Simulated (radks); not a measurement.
Spin polarisation of the 6s1 shell in the lead ion Pb3+. Start: [Xe] 4f14 5d10 6s(up 0.5, down 0.5); electrons of 6s are moved from spin down to spin up, other shells keep equal spins. All-electron calculation, scalar-relativistic Kohn-Sham, PBE, spin-polarised, spherical densities, point nucleus. Program: a radial shooting solver on a logarithmic mesh with Libxc functionals.

| moment (Bohr magnetons) | E - E(0) (eV) | e(6s up) (eV) | e(6s down) (eV) | 5d down minus up (eV) | 5p down minus up (eV) | 4f down minus up (eV) |
|---|---|---|---|---|---|---|
| 0 | 0.000 | -37.489 | -37.489 | 0.000 | 0.000 | 0.000 |
| 0.25 | -0.015 | -37.611 | -37.364 | 0.096 | 0.028 | 0.010 |
| 0.5 | -0.062 | -37.731 | -37.236 | 0.192 | 0.057 | 0.021 |
| 0.75 | -0.139 | -37.847 | -37.104 | 0.288 | 0.085 | 0.031 |
| 1 | -0.248 | -37.960 | -36.962 | 0.384 | 0.114 | 0.042 |

At moment 1 the spin-polarisation energy is -0.248 eV and the 6s exchange splitting 0.998 eV, that is 0.998 eV per Bohr magneton; E = -I m^2/4 would give I = 0.991 eV.
